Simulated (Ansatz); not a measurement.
B$_{2}$H$_{7}$PSi$_{2}$. Charge 0, multiplicity 1. The bonds changed during the relaxation, so this is another structure than the one it started from. All single points use the PBE0-D4/def2-TZVP geometry. It is one conformer, not always the lowest.

```xyz
12

B     0.851    0.010   -0.257
P     0.362   -1.313   -1.717
Si   -0.824    0.527   -1.573
B    -0.663    1.113    0.217
Si   -0.339   -0.243    1.541
H     0.996   -0.859    0.718
H     1.916    0.543   -0.300
H    -0.511   -2.039   -0.858
H    -0.518    1.483   -2.680
H    -0.624    2.272    0.499
H    -0.963   -1.587    1.585
H     0.318    0.092    2.825
```

Problem. What is the dipole moment at r2SCAN/def2-TZVPP? (An estimate is asked.)

Solution. The calculation gave: 1.58 D, with components (-0.80, -0.65, 1.20) D in this frame, pointing from negative to positive charge.

Problem. And with PBE, B3LYP, ωB97M-V? (An estimate is asked.)

Solution. Ansatz gave: PBE 1.53 D, B3LYP 1.61 D, ωB97M-V 1.62 D.

Problem. Give the Mulliken charges with r2SCAN, B3LYP, PBE in def2-TZVPP. (Estimate.)

Solution. Computed: 
```
atom  r2SCAN  B3LYP    PBE
  B1    0.05   0.04   0.01
  P2   -0.12  -0.13  -0.13
 Si3    0.15   0.05   0.03
  B4   -0.13  -0.04  -0.01
 Si5    0.19   0.13   0.08
  H6   -0.02  -0.02   0.02
  H7    0.03   0.06   0.04
  H8    0.01   0.02   0.04
  H9   -0.08  -0.07  -0.06
 H10    0.01   0.04   0.03
 H11   -0.04  -0.04  -0.02
 H12   -0.05  -0.04  -0.03
```

B3LYP here is the variant with VWN-RPA as its local correlation; programs differ in this.
